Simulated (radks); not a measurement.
The numbers below are computed, except where a source is named.
The krypton ion Kr30+, 6 electrons, occupied as [He] 2s2 2p2. Code: a radial shooting solver on a logarithmic mesh with Libxc functionals. Model: Dirac Kohn-Sham, PBE, spin-unpolarised, spherical densities, point nucleus; open shells fill j = l - 1/2 first.

Normalised radial functions P(r) = r R(r) (large component), r in bohr:

r           2s1/2
0.001731   0.2622
0.002148   0.3180
0.002666   0.3841
0.003309   0.4617
0.00414    0.5553
0.005138   0.6583
0.006377   0.7727
0.007914   0.8958
0.009822   1.0220
0.01219    1.1419
0.01513    1.2410
0.01878    1.2989
0.0233     1.2887
0.02916    1.1723
0.03618    0.9248
0.04491    0.5200
0.05574   -0.0448
0.06917   -0.7345
0.08585   -1.4643
0.1066    -2.1005
0.1322    -2.4875
0.1641    -2.5065
0.2053    -2.1261
0.2548    -1.5086
0.3163    -0.8667
0.3925    -0.3864
0.4872    -0.1263
0.6046    -0.0283
0.7504    -0.0040
0.9314    -0.0003
1.156     0.0000

2s1/2: eigenvalue -3629.1 eV, 1 radial node at r = 0.0549 bohr, <r> = 0.173 bohr, 90 % of the charge inside 0.265 bohr.
